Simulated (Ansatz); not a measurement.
Br$_{2}$FGa, SMILES `[F][Ga]([Br])[Br]` with one electron removed (charge 1, multiplicity 2), frozen-core CCSD(T)/cc-pVTZ // PBE0-D4/def2-TZVP (Ansatz, an electronic-structure program). The run hit its time limit unfinished.

Ansatz 0.2 input:
```yaml
crystal:
  periodic: [false, false, false]
  atoms:
    - { symbol: F, position_ang: [1.753083, -0.445079, 0.263962] }
    - { symbol: Ga, position_ang: [0.087935, -0.021517, 0.013232] }
    - { symbol: Br, position_ang: [-0.440928, 2.163045, -0.086736] }
    - { symbol: Br, position_ang: [-1.400093, -1.69645, -0.190459] }
basis:
  gaussian: { orbitals: cc-pVTZ }
correlation:
  method: ccsd_t
total_charge: 1
magnetization:
  spin_polarized: true
  initial_magnetization: 1
```

The last lines of the output:

```
mean field evaluation 672: about -195036.7282 eV, gradient 9.2e-1 eV
mean field evaluation 704: about -195036.7930 eV, gradient 1.1e-1 eV
mean field evaluation 736: about -195036.6071 eV, gradient 5.4e-4 eV
mean field evaluation 768: about -195036.7904 eV, gradient 3.2e-3 eV
mean field evaluation 800: about -195034.6864 eV, gradient 7.1e-4 eV
mean field -195036.79362329 eV, -7167.4699649690 hartree, gradient 6.1e-6 eV, S^2 0.759680; 22 other end points of the search recorded, 0 dependent functions left out
determinant -195036.79362329 eV, -7167.4699649690 hartree, with singles and doubles -195059.28858670 eV, -7168.2966396266 hartree
determinant -195036.79040815 eV, -7167.4698468147 hartree, with singles and doubles -195059.28583753 eV, -7168.2965385965 hartree
determinant -195036.60705926 eV, -7167.4631088674 hartree, with singles and doubles -195059.09458999 eV, -7168.2895103791 hartree
determinant -195036.60425003 eV, -7167.4630056302 hartree, with singles and doubles -195059.09205558 eV, -7168.2894172411 hartree
determinant -195036.39584333 eV, -7167.4553468251 hartree, with singles and doubles -195059.29085325 eV, -7168.2967229210 hartree
determinant -195036.13230037 eV, -7167.4456617999 hartree, with singles and doubles -195059.10636220 eV, -7168.2899430000 hartree
determinant -195035.70652821 eV, -7167.4300149616 hartree, with singles and doubles -195058.84524049 eV, -7168.2803469538 hartree
determinant -195035.48718425 eV, -7167.4219542200 hartree, with singles and doubles -195058.60413291 eV, -7168.2714864139 hartree
determinant -195035.01427719 eV, -7167.4045752060 hartree, with singles and doubles -195057.96594222 eV, -7168.2480333387 hartree
determinant -195034.68641892 eV, -7167.3925266366 hartree, with singles and doubles -195056.38029059 eV, -7168.1897617160 hartree
determinant -195036.79362329 eV, -7167.4699649690 hartree, with singles and doubles -195059.31753767 eV, -7168.2977035551 hartree
determinant -195036.79040815 eV, -7167.4698468147 hartree, with singles and doubles -195059.31523509 eV, -7168.2976189370 hartree
determinant -195036.60705926 eV, -7167.4631088674 hartree, with singles and doubles -195059.12564518 eV, -7168.2906516363 hartree
determinant -195036.60425003 eV, -7167.4630056302 hartree, with singles and doubles -195059.12351342 eV, -7168.2905732955 hartree
determinant -195036.39584333 eV, -7167.4553468251 hartree, with singles and doubles -195059.29708189 eV, -7168.2969518192 hartree
```
